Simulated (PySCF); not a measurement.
Species: ClH₉Si₄.
Structure used (GFN2-xTB), in Å, numbered top down from 1:
```
atom  x, y, z in Å
Si1    2.2376    0.9540    0.2860
Si2    1.1715   -1.0798   -0.0176
Si3   -0.9826   -0.9249   -0.8977
Si4   -2.4028    0.5113    0.2371
Cl5   -1.6916    0.7202    2.1397
H6     2.3466    1.6742   -0.9873
H7     3.5965    0.8517    0.8225
H8     1.4853    1.8176    1.1966
H9     1.0897   -1.8150    1.2548
H10    1.9865   -1.9719   -0.8607
H11   -1.6394   -2.2386   -1.0045
H12   -0.9457   -0.4660   -2.2970
H13   -2.4569    1.8753   -0.2929
H14   -3.7955    0.0914    0.3988
```

Level of theory: PySCF 2.14.0, density-fitted response routines, TDDFT B3LYP/def2-SVPD, vertical, gas phase, core orbitals frozen in the response.

Ground-to-excited transition dipoles (e·a0, same axes as the geometry; the sign carries no meaning), for the states with f of 0.002 or more among the lowest 7:

```tsv
state	E (eV)	μx	μy	μz
S1	5.998	-0.484	0.083	-0.138
S2	6.272	0.238	0.035	0.115
S3	6.404	-0.527	-0.015	-0.047
S4	6.556	0.163	0.005	-0.028
S5	6.656	-0.544	-0.287	-0.070
S6	6.826	0.014	0.350	0.233
S7	6.947	-0.101	0.077	0.075
```

(1) What oscillator strength does each state have?

(2) Which bond between heavy atoms lies closest to the direction of the S5 transition dipole?

(3) What angle do the transition dipoles of S1 and S3 make?

(4) What peak molar absorption coefficient would the strongest computed level give as a lone Gaussian band 0.3 eV wide at half height?

## Answers

(1) f = (2/3) ΔE |μ|² with ΔE in hartree (27.2114 eV).

| state | \|μ\|² (au) | \|μ\| (D) | f |
| --- | --- | --- | --- |
| S1 | 0.260 | 1.30 | 0.038 |
| S2 | 0.071 | 0.68 | 0.011 |
| S3 | 0.280 | 1.35 | 0.044 |
| S4 | 0.027 | 0.42 | 0.004 |
| S5 | 0.383 | 1.57 | 0.062 |
| S6 | 0.177 | 1.07 | 0.030 |
| S7 | 0.022 | 0.38 | 0.004 |

(2) Si1–Si2 and Si2–Si3, at 34° from it; next Si4–Cl5 at 63°.

(3) |cos θ| = |μa·μb| / (|μa| |μb|) = 0.96, so θ ≈ 15° (taken between 0 and 90°, since the signs are arbitrary).

(4) ε(max) = 2.175×10⁸ f / FWHM, with the width in cm⁻¹. S5: 2.175×10⁸ × 0.0624 / 2420 ≈ 5600 L mol⁻¹ cm⁻¹.

On an Arm Neoverse V1 with one thread, shared host, this took 28 s.

One conformer stands for the species.
